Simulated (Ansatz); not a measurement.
[LnCl6]3-: PBE0-D4/def2-SVP single points in Ansatz on relaxed structures, gas phase. Core potentials for Ce, Dy, Er, Eu, Gd, Ho, Nd, Pr, Sm, Tb, Tm, Yb, no spin–orbit coupling. HOMO and LUMO are taken over both spins. With an open 4f shell the SCF may have ended above the lowest state. Levels of anions in sets without diffuse functions are rough. The structures are stationary points that may keep the symmetry of their start. Remarks come from the PBE and PBE0 runs and from stability tests at other levels; not every state was tested. A HOMO above zero means that the electron is unbound at that level and held by the basis, or that self-interaction error raises the level; the energy of removing that electron tells which. HOMO above LUMO (over both spins in singlets and doublets, within one spin in higher multiplets; at PBE or PBE0), or a gap under 0.15 eV within one spin, warns that the state may not be the lowest or that an electron is smeared out.

```
            species  atoms    state            geometry  HOMO (eV)  LUMO (eV)  gap (eV)  point group (within 0.1 Å)                                                                                remarks
[CeCl6]3- (CeCl6³⁻)      7  doublet     PBE-D4/def2-SVP       4.94       9.86      4.92                          Oh                                                         HOMO above zero at PBE or PBE0
[PrCl6]3- (PrCl6³⁻)      7  triplet    PBE0-D4/def2-SVP       3.98       9.86      5.88                          Oh                                                         HOMO above zero at PBE or PBE0
[NdCl6]3- (NdCl6³⁻)      7  quartet     PBE-D4/def2-SVP       3.99       9.53      5.54                          Oh                                                         HOMO above zero at PBE or PBE0
[SmCl6]3- (SmCl6³⁻)      7   sextet     PBE-D4/def2-SVP       3.95       7.65      3.70                          Oh                    HOMO above zero at PBE or PBE0, spin-contaminated (⟨S²⟩ up to 8.88)
[EuCl6]3- (EuCl6³⁻)      7   septet  r2SCAN-D4/def2-SVP       3.98       6.52      2.54                           –                   HOMO above zero at PBE or PBE0, spin-contaminated (⟨S²⟩ up to 12.25)
[GdCl6]3- (GdCl6³⁻)      7    octet     PBE-D4/def2-SVP       4.08      10.47      6.38                          Oh                                                         HOMO above zero at PBE or PBE0
[TbCl6]3- (TbCl6³⁻)      7   septet  r2SCAN-D4/def2-SVP       4.11      10.25      6.14                          Oh                                                         HOMO above zero at PBE or PBE0
[DyCl6]3- (DyCl6³⁻)      7   sextet     PBE-D4/def2-SVP       4.16      10.13      5.98                           –                                                         HOMO above zero at PBE or PBE0
[HoCl6]3- (HoCl6³⁻)      7  quintet  r2SCAN-D4/def2-SVP       4.28      10.69      6.41                          Oh                                                         HOMO above zero at PBE or PBE0
[ErCl6]3- (ErCl6³⁻)      7  quartet     PBE-D4/def2-SVP       4.12      10.06      5.93                           –                                                         HOMO above zero at PBE or PBE0
[TmCl6]3- (TmCl6³⁻)      7  triplet     PBE-D4/def2-SVP       4.16       8.90      4.74                          Oh                                                         HOMO above zero at PBE or PBE0
[YbCl6]3- (YbCl6³⁻)      7  doublet     PBE-D4/def2-SVP       4.12       7.77      3.65                           –  near-degenerate levels, HOMO above zero at PBE or PBE0, gap within one spin near zero
```

The gap (eV) runs from 2.54 ([EuCl6]3-) to 6.41 ([HoCl6]3-).
